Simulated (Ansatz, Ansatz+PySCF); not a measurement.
```yaml
atoms:
  - { symbol: C, position_ang: [-0.0001, -0.0003, -1.5111] }
  - { symbol: Br, position_ang: [-0.0001, 0.0000, 0.4186] }
  - { symbol: H, position_ang: [0.0000, -1.0395, -1.8583] }
  - { symbol: H, position_ang: [-0.9004, 0.5199, -1.8581] }
  - { symbol: H, position_ang: [0.9003, 0.5200, -1.8580] }
```

Basis set: def2-SVP (spherical functions). Frozen core: 10 orbitals. Charge 0, multiplicity 3.

Computed with Ansatz (development build ahead of 0.2.0); each method stands on the lowest determinant of its kind that the runs found.

Q: Give the atomization energy at this shape (free ground-state atoms in the same class of orbitals less the molecule, no zero-point energy) of triplet CH₃Br by UHF-MP2, UHF.

A:

```csv
method,atomization energy
UHF-MP2,923.6 kJ/mol
UHF,646.1 kJ/mol
```

Caution: another spin multiplicity may lie lower; the determinant breaks the point group.
